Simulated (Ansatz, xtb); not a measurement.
Two isomers of C2H6Be

Structure a: `[CH3][Be][CH3]`, a singlet. Structure b: `[BeH][CH2]C`, a singlet. Both are isolated molecules in the gas phase, relaxed with BLYP-D3(BJ)/def2-SVP.

a (Å):

```
atom    x (Å)    y (Å)    z (Å)
   C  -0.8579  -1.5046   0.8093
   C  -0.1532   1.6922   1.5779
  Be  -0.5054   0.0938   1.1935
   H  -1.3535  -2.0459   1.6471
   H  -1.5414  -1.5927  -0.0656
   H   0.0523  -2.0933   0.5537
   H  -1.0648   2.2831   1.8236
   H   0.3513   2.2309   0.7438
   H   0.5220   1.7808   2.4592
```

b (Å):

```xyz
9

C    -0.3835   -0.4642    0.9528
C     0.0787    1.0148    1.0897
Be   -1.7799   -0.9276    1.7766
H    -2.8852   -1.3056    2.4251
H    -0.5203   -0.7052   -0.1301
H     0.4497   -1.1380    1.2708
H     1.0050    1.2224    0.5123
H    -0.6942    1.7236    0.7252
H     0.2896    1.2847    2.1458
```

Q: Which of the two would you expect CCSD(T)/def2-TZVPP electronic energies to favour?

A: Structure a; the calculation gives E(b) − E(a) = +0.727 eV.

The same difference at several levels:

```
               level              geometry  E(b) − E(a) (eV)  departure from the last row (eV)  job, with rough time for the two
            GFN2-xTB              GFN2-xTB              −1.009                            −1.736              optimisation, 0.24 s
           HF/STO-3G              GFN2-xTB              +0.489                            −0.238              single point, 0.23 s
  r2SCAN-D4/def2-SVP              GFN2-xTB              +0.796                            +0.069               single point, 1.8 s
BLYP-D3(BJ)/def2-SVP  BLYP-D3(BJ)/def2-SVP              +0.692                            −0.035               optimisation, 6.5 s
       HF/def2-TZVPP  BLYP-D3(BJ)/def2-SVP              +0.677                            −0.050           part of the CCSD(T) run
      MP2/def2-TZVPP  BLYP-D3(BJ)/def2-SVP              +0.748                            +0.021           part of the CCSD(T) run
  CCSD(T)/def2-TZVPP  BLYP-D3(BJ)/def2-SVP              +0.727                                                  single point, 38 s
```

As drawn, b has 1 C–C, 1 Be–H in place of 1 C–Be, 1 C–H.

GFN2-xTB puts the two in the other order. The largest departure from CCSD(T)/def2-TZVPP is that of GFN2-xTB, 1.736 eV.

With harmonic frequencies from BLYP-D3(BJ)/def2-SVP (ideal gas, rigid rotor, one conformer each, 298.15 K, 1 atm): on the last row, ΔE + ΔZPE = +0.741 eV. A mode under 50 cm⁻¹ makes harmonic enthalpies and free energies unreliable, so none is given.

The correlated steps freeze 2 core orbitals; the last core shell of Be is correlated, in a basis made for valence electrons. Codes used: Ansatz 0.2.0, xtb 6.7.1; the last row on 2 threads of Intel(R) Xeon(R) Processor @ 2.70GHz on a shared host.
